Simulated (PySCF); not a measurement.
Compound: C5H7BS.
Bonds: B1–C2, C2–C3 (aromatic), C3–C4 (aromatic), C4–C5, C4–C6 (aromatic), C6–S7 (aromatic), C2–S7 (aromatic). Hydrogens: H8, H9 on B1; H10 on C3; H11, H12, H13 on C5; H14 on C6.

Method used: core-valence-separated Tamm–Dancoff BHandHLYP/aug-pcX-1 (pcseg-1 on H, def2-SVPD on S) in PySCF, non-relativistic, gas phase, PBE0-D3(BJ)/def2-SVP geometry. The energies are unshifted.

Q: List the boron K-edge absorption lines.

A: 
```tsv
E (eV)	f	core hole on	main final orbital
185.44	0.0799	B1	LUMO (78 %)
190.53	0.0025	B1	LUMO+2 (68 %)
190.90	0.0066	B1	LUMO+4 (40 %)
191.09	0.0167	B1	LUMO+5 (36 %)
191.51	0.0032	B1	LUMO+1 (55 %)
191.72	0.0024	B1	spread
191.82	0.0053	B1	LUMO+6 (57 %)
```

The first line with a tenth or more of the strongest one's intensity is at 185.44 eV (f = 0.080), with the hole on B1 (three-coordinate boron). It is also the strongest listed.

Q: List the carbon K-edge absorption lines.

A: 
```
E (eV)       f  core hole on          main final orbital                        polarisation
282.39  0.0528            C3                 LUMO (75 %)  normal to the local trigonal plane
282.75  0.0303            C2                 LUMO (78 %)  normal to the local trigonal plane
283.02  0.0572            C6                 LUMO (62 %)  normal to the local trigonal plane
283.63  0.0556            C4               LUMO+6 (32 %)  normal to the local trigonal plane
284.62  0.0123            C4                 LUMO (74 %)  normal to the local trigonal plane
284.79  0.0328            C2               LUMO+2 (47 %)  normal to the local trigonal plane
285.09  0.0007            C5                 LUMO (95 %)                                   –
285.33  0.0429            C2                      spread         in the local trigonal plane
285.56  0.0069            C5               LUMO+1 (77 %)                                   –
286.02  0.0183            C5               LUMO+6 (70 %)                                   –
286.25  0.0062            C3               LUMO+6 (39 %)  normal to the local trigonal plane
286.35  0.0074            C3               LUMO+1 (38 %)         in the local trigonal plane
286.35  0.0398            C5                      spread                                   –
286.43  0.0237            C6                      spread         in the local trigonal plane
286.68  0.0009            C4               LUMO+1 (90 %)                                   –
286.80  0.0367            C6  spread (2 roots, f summed)                               mixed
286.86  0.0005            C2               LUMO+1 (59 %)                                   –
286.95  0.0017            C3               LUMO+2 (59 %)  normal to the local trigonal plane
287.07  0.0113            C5               LUMO+2 (49 %)                                   –
287.08  0.0007            C2               LUMO+6 (66 %)                                   –
287.14  0.0005            C5               LUMO+3 (45 %)                                   –
287.26  0.0059            C3               LUMO+1 (44 %)         in the local trigonal plane
```

The first line with a tenth or more of the strongest one's intensity is at 282.39 eV (f = 0.053), with the hole on C3 (aromatic CH carbon), polarised normal to the local trigonal plane: a 1s→π* resonance. The strongest listed is at 283.02 eV (f = 0.057; C6, 1s→π*).

Roots within 0.03 eV whose holes lie on the same, on equivalent or on shared atoms are summed into one line, and the highest roots are left out, as the search may have cut off their partners. Final orbitals are the ground state's empty Kohn–Sham orbitals. A dash: too weak, shared between unlike atoms, or no plane or axis to refer to.

Q: What length of transition dipole belongs to the line at 191.09 eV?

A: From f = (2/3) ΔE |μ|² in atomic units, with ΔE = 7.023 Eh and f = 0.0167: |μ| = 0.060 au = 0.15 D.

The list ends where the root search ended, not at a threshold.

Time: 22 s wall; peak memory 0.96 GiB. Hardware: Intel Xeon 6975P-C, one thread, shared host with 192 logical CPUs at a one-minute load of 75.
